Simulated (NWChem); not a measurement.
CH$_{4}$ClFOSi; SMILES OC[Si@@H](F)Cl

```xyz
9

O      0.8029     2.2568     0.1504
C     -0.2638     1.5341    -0.4768
Si    -0.4664    -0.1585     0.3392
F     -1.8490    -0.8391    -0.1376
Cl     1.0860    -1.4113    -0.1900
H      0.4969     2.5513     1.0222
H      0.0199     1.4160    -1.5277
H     -1.2098     2.0992    -0.4676
H     -0.4759    -0.0504     1.8165
```
Atoms are numbered in this order, from 1.

The geometry was optimised at B3LYP/6-31G* (spherical d).

Q: Give the principal values of the shielding tensors (ppm) of O1, C2, Si3, F4, Cl5 from KT2/pcSseg-1, GIAO (NWChem), with their diamagnetic and paramagnetic parts as GIAO splits them.

A: 
```json
[
 {"atom": "O1", "σ11": "287.0", "σ22": "298.3", "σ33": "407.3", "isotropic": "330.9", "diamagnetic": "387.0", "paramagnetic": "-56.2"},
 {"atom": "C2", "σ11": "92.0", "σ22": "113.0", "σ33": "167.7", "isotropic": "124.2", "diamagnetic": "252.1", "paramagnetic": "-127.9"},
 {"atom": "Si3", "σ11": "322.6", "σ22": "359.3", "σ33": "368.5", "isotropic": "350.1", "diamagnetic": "882.0", "paramagnetic": "-531.8"},
 {"atom": "F4", "σ11": "262.7", "σ22": "312.8", "σ33": "360.5", "isotropic": "312.0", "diamagnetic": "473.8", "paramagnetic": "-161.8"},
 {"atom": "Cl5", "σ11": "726.6", "σ22": "896.9", "σ33": "1005.5", "isotropic": "876.3", "diamagnetic": "1150.3", "paramagnetic": "-274.0"}
]
```
